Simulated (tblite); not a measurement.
C₆H₆S₂.
Bonds: C1–C2, C2–S3 (double), C2–C4, C4–C5 (aromatic), C5–C6 (aromatic), C6–C7 (aromatic), C7–S8 (aromatic), C4–S8 (aromatic). Hydrogens: H9, H10, H11 on C1; H12 on C5; H13 on C6; H14 on C7.

Computed with GFN2-xTB (tblite), gas phase: nudged elastic band of 9 images (0 to 8), spring 0.2 eV/Å², climbing image at the end, force threshold 0.05 eV/Å. No saddle search or frequency run followed, so the top image need not be a first-order saddle, and its height can exceed the method's true barrier by a kcal/mol or more.

The band describes a rotation about C4–C2 (substituted aromatic carbon, thiocarbonyl carbon), followed by the dihedral S8–C4–C2–C1, from the optimised start (0°) to a second optimised geometry at 180°.

Problem. How does the energy change from image to image?

Solution. 
| image | dihedral (°) | E (kJ/mol) | C4–C2 (Å) | S8···C1 (Å) | largest true force (eV/Å) |
| --- | --- | --- | --- | --- | --- |
| 0 | 0 | 0.00 | 1.424 | 3.06 | 0.01 |
| 1 | 22 | 4.18 | 1.429 | 3.11 | 0.06 |
| 2 | 45 | 15.49 | 1.440 | 3.24 | 0.11 |
| 3 | 68 | 29.39 | 1.455 | 3.43 | 0.09 |
| 4 | 92 | 36.50 | 1.463 | 3.65 | 0.04 |
| 5 | 116 | 31.40 | 1.454 | 3.86 | 0.08 |
| 6 | 138 | 19.96 | 1.440 | 4.01 | 0.10 |
| 7 | 159 | 9.88 | 1.429 | 4.10 | 0.07 |
| 8 | 180 | 5.66 | 1.424 | 4.12 | 0.01 |

Barriers of this band. The top is image 4 at 92°: 36.50 kJ/mol forward and 30.84 kJ/mol back; the end lies 5.66 kJ/mol above the start. The central bond is 0.039 Å longer at the top than at the start.

Problem. What rate follows at 200 K for crossing this barrier forward?

Solution. Taking the electronic barrier for the free energy of activation (no zero-point or entropy terms, transmission 1), rate = (kT/h)·exp(−ΔE/kT) ≈ 1 × 10^3 s⁻¹, whose inverse is 8 × 10^-4 s. An error of 1 kcal/mol in the barrier changes this by a factor of 12, and the method and the loose band can each miss by that much or more.

Problem. How would the two end points share their population at 200 K, from these energies alone?

Solution. exp(−ΔE/kT) with ΔE = 0.059 eV gives 0.033 for the higher one (end) against 1 for the lower, without vibrational, rotational or degeneracy terms. GFN2-xTB can put conformers this close in the wrong order.

The cost below is that of the whole band run. Time: 3.7 s; peak memory 0.18 GiB. Hardware: one thread of an AMD EPYC 7R43, shared host with 256 logical CPUs at a one-minute load of 71.
